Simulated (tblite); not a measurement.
Compound: C8H9N (charge -1 and doublet state).
Numbering: `[N-:1]=[C:2][CH2:3][C:4]1=[CH:5][CH2:6][C:7]12[CH2:8][CH2:9]2` (hydrogens: H10, H11 on C3; H12 on C5; H13, H14 on C6; H15, H16 on C8; H17, H18 on C9)
Bond orders are those of one Lewis drawing.

Computed with GFN2-xTB (tblite), gas phase: L-BFGS steps from a force-field or distance-geometry start until the largest atomic force falls under 0.01 eV/Å.

At the end of the run (lengths in Å): N1=C2 1.174, C4=C5 1.410, C6–C7 1.530, C9–H18 1.084, C2–C3 1.459, C4–C7 1.480, C3–C4 1.483, N1–C2–C3 164.3°, C2–C3–C4 107.4°, C4–C7–C8 130.5°, C3–C4–C7 130.3°, N1–C2–C3–C4 -7°, C2–C3–C4–C5 -89°, C3–C4–C5–C6 163°, H10–C3–C4–C5 152°, H10–C3–C2–N1 115°.

Task: These geometries were met on the way; a selection of coordinates is given. Order them by energy above the end point, lowest first.
A. N1=C2 1.173, C4=C5 1.413, C6–C7 1.533, C9–H18 1.083, C2–C3 1.443, C4–C7 1.485, C3–C4 1.507, N1–C2–C3 168.6°, C2–C3–C4 110.7°, C4–C7–C8 132.8°, C3–C4–C7 132.4°, N1–C2–C3–C4 27°, C2–C3–C4–C5 -3°, C3–C4–C5–C6 164°, H10–C3–C4–C5 -123°, H10–C3–C2–N1 149°
B. N1=C2 1.176, C4=C5 1.412, C6–C7 1.524, C9–H18 1.080, C2–C3 1.449, C4–C7 1.473, C3–C4 1.492, N1–C2–C3 171.2°, C2–C3–C4 112.9°, C4–C7–C8 128.8°, C3–C4–C7 126.6°, N1–C2–C3–C4 1°, C2–C3–C4–C5 -33°, C3–C4–C5–C6 156°, H10–C3–C4–C5 -152°, H10–C3–C2–N1 120°
C. N1=C2 1.177, C4=C5 1.418, C6–C7 1.533, C9–H18 1.094, C2–C3 1.455, C4–C7 1.477, C3–C4 1.483, N1–C2–C3 157.7°, C2–C3–C4 103.5°, C4–C7–C8 130.4°, C3–C4–C7 131.5°, N1–C2–C3–C4 -37°, C2–C3–C4–C5 -7°, C3–C4–C5–C6 178°, H10–C3–C4–C5 -122°, H10–C3–C2–N1 83°
D. N1=C2 1.267, C4=C5 1.317, C6–C7 1.463, C9–H18 1.133, C2–C3 1.475, C4–C7 1.436, C3–C4 1.524, N1–C2–C3 125.2°, C2–C3–C4 108.1°, C4–C7–C8 125.1°, C3–C4–C7 134.3°, N1–C2–C3–C4 -47°, C2–C3–C4–C5 -2°, C3–C4–C5–C6 -179°, H10–C3–C4–C5 -124°, H10–C3–C2–N1 73°
E. N1=C2 1.206, C4=C5 1.345, C6–C7 1.524, C9–H18 1.076, C2–C3 1.505, C4–C7 1.457, C3–C4 1.493, N1–C2–C3 130.7°, C2–C3–C4 106.1°, C4–C7–C8 127.5°, C3–C4–C7 131.5°, N1–C2–C3–C4 -44°, C2–C3–C4–C5 -5°, C3–C4–C5–C6 -177°, H10–C3–C4–C5 -123°, H10–C3–C2–N1 74°

Result: B (0.234 eV), A (0.378 eV), C (0.607 eV), E (0.991 eV), D (1.658 eV).

| step | E above end (eV) | rms distance from the end, all atoms (Å) | largest force (eV/Å) | rms shift of all bonds from the end (Å) |
| --- | --- | --- | --- | --- |
| 53 | 0.234 | 0.620 | 0.695 | 0.005 |
| 16 | 0.378 | 0.893 | 0.269 | 0.008 |
| 8 | 0.607 | 0.916 | 0.578 | 0.010 |
| 3 | 0.991 | 0.917 | 2.206 | 0.022 |
| 0 | 1.658 | 0.918 | 4.716 | 0.043 |

Rows stand in the order of the answer.
